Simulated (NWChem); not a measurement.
## Correlation energy of HGa

```
Ga
H 1 1.6914
```
Charge 0, spin multiplicity 1.

All runs are NWChem calculations. Structure: optimised with B3LYP/def2-SVP, a minimum by its harmonic frequencies.

Basis set: def2-QZVP. Each correlation energy counts from its own Hartree-Fock reference.

The Hamiltonian is non-relativistic. The correlated methods keep 9 core orbitals frozen. The structure started from a generated list of species. No row is a measurement; the coupled-cluster row has its own basis-set and correlation limits.

### Question
For the correlation energy, CR-CCSD[T] gives -269.3 mHa and MP2 gives -258.9 mHa. What do SCS-MP2, CCSD+T(CCSD), CCSD(T) give?

### Answer
SCS-MP2: -246.1 mHa; CCSD+T(CCSD): -271.2 mHa; CCSD(T): -269.6 mHa.
